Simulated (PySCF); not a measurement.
# Excitation energy of Pt⁺ by level of theory

Pt⁺ [Xe] 4f14 5d9 (2D) → Pt⁺ [Xe] 4f14 5d8 6p1 (high-spin determinant), as a difference of total energies. All numbers are calculated (PySCF 2.14, a scalar-relativistic core potential, in def2-TZVPPD with the def2 core potential (60 electrons)). Correlated levels: valence: 5s2 5p6 frozen. The calculations carry no spin-orbit coupling.

```tsv
method	excitation energy (eV)
UHF	6.906
MP2 (valence)	8.070
SCS-MP2 (valence)	8.115
CCSD (valence)	7.832
CCSD(T) (valence)	7.871
```

**Question.** How much does correlation contribute at CCSD(T) (valence)?

**Answer.** 7.871 − (6.906) = 0.965 eV, measured against UHF.

The determinant of the upper state mixes LS terms, which raises its energy above the lowest term, most at the Hartree-Fock and MP2 levels.
